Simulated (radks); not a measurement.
The nuclear charge of the indium ion In2+ is varied continuously with 47 electrons held in [Kr] 4d10 5s1. All-electron calculation, Dirac Kohn-Sham, PBE, spin-unpolarised, spherical densities, finite nucleus; Fermi nuclear charge, rms radius 4.6156 fm. Program: a radial shooting solver on a logarithmic mesh with Libxc functionals. By the Hellmann-Feynman theorem dE/dZ = E(electron-nucleus)/Z, the electronic potential at the nucleus (averaged over a nucleus of fixed radius).

| Z | E (hartree) | E(electron-nucleus)/Z (hartree) | HOMO | e(HOMO) (eV) | <r> HOMO (bohr) |
|---|---|---|---|---|---|
| 48.5 | -5737.84741 | -286.600 | 5s1/2 | -18.140 | 2.481 |
| 48.6 | -5766.54822 | -287.416 | 5s1/2 | -19.211 | 2.451 |
| 48.7 | -5795.33065 | -288.232 | 5s1/2 | -20.299 | 2.422 |
| 48.8 | -5824.19472 | -289.049 | 5s1/2 | -21.405 | 2.394 |
| 48.9 | -5853.14044 | -289.866 | 5s1/2 | -22.527 | 2.368 |
| 49 | -5882.16783 | -290.682 | 5s1/2 | -23.667 | 2.342 |
| 49.1 | -5911.27690 | -291.499 | 5s1/2 | -24.823 | 2.317 |
| 49.2 | -5940.46767 | -292.316 | 5s1/2 | -25.996 | 2.292 |
| 49.3 | -5969.74016 | -293.134 | 5s1/2 | -27.185 | 2.269 |
| 49.4 | -5999.09440 | -293.951 | 5s1/2 | -28.390 | 2.246 |
| 49.5 | -6028.53040 | -294.769 | 5s1/2 | -29.611 | 2.224 |
| 49.6 | -6058.04818 | -295.587 | 5s1/2 | -30.848 | 2.202 |
| 49.7 | -6087.64777 | -296.405 | 5s1/2 | -32.101 | 2.181 |
| 49.8 | -6117.32920 | -297.223 | 5s1/2 | -33.369 | 2.161 |
| 49.9 | -6147.09248 | -298.042 | 5s1/2 | -34.653 | 2.141 |
| 50 | -6176.93765 | -298.861 | 5s1/2 | -35.952 | 2.122 |

The central difference of E at Z = 49 is -290.682 hartree, to compare with the third column; the second derivative is -8.17 hartree.
